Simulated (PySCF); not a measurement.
CH$_{3}$AlFO (calculated)

Computed with PySCF 2.14.0. Calculation on a computer-drawn molecule: optimised geometry and harmonic frequencies of an isolated molecule of the commonest isotopes, restricted reference for singlets and unrestricted otherwise, frozen core in MP2.

Entry: CH$_{3}$AlFO

Start structure:
```xyz
7
CH3AlFO
O     -0.4076    -2.3083    -0.1327
C     -1.3807    -1.5680     0.4538
Al    -2.3949    -0.1541    -0.3415
F     -3.5321     0.5955     0.5974
H     -0.2703    -2.0417    -1.0296
H     -1.5113    -1.9013     1.4806
H     -2.1922     0.3137    -1.8268
```

Here we set charge 0, multiplicity 2, method MP2 and basis cc-pV(D+d)Z.

Results for CH$_{3}$AlFO: rotational constants 26.16, 2.598, 2.363 GHz; total energy -456.4287 hartree; spin squared 0.7587; convergence status largest gradient component 8.381e-06 hartree/bohr.

Drawn bonds:
```csv
atom,other atom,order
1,2,1
2,3,1
3,4,1
1,5,1
2,6,1
3,7,1
```

Optimised structure:
```xyz
7
CH3AlFO
O     -0.4039    -2.3059    -0.1469
C     -1.3810    -1.5752     0.4702
Al    -2.3979    -0.1582    -0.3260
F     -3.5624     0.6348     0.5802
H     -0.3135    -1.9843    -1.0567
H     -1.4879    -1.9354     1.5024
H     -2.1425     0.2600    -1.8220
```

Modes:
```csv
frequency (cm⁻¹),reduced mass (dalton)
129.5,5.462
143.6,4.109
309.1,6.021
402.4,1.533
493.9,1.229
659.1,1.598
690.7,2.469
763.1,1.123
845,12.46
1193,1.29
1289,3.17
1450,1.328
1993,1.044
3203,1.086
3812,1.067
```
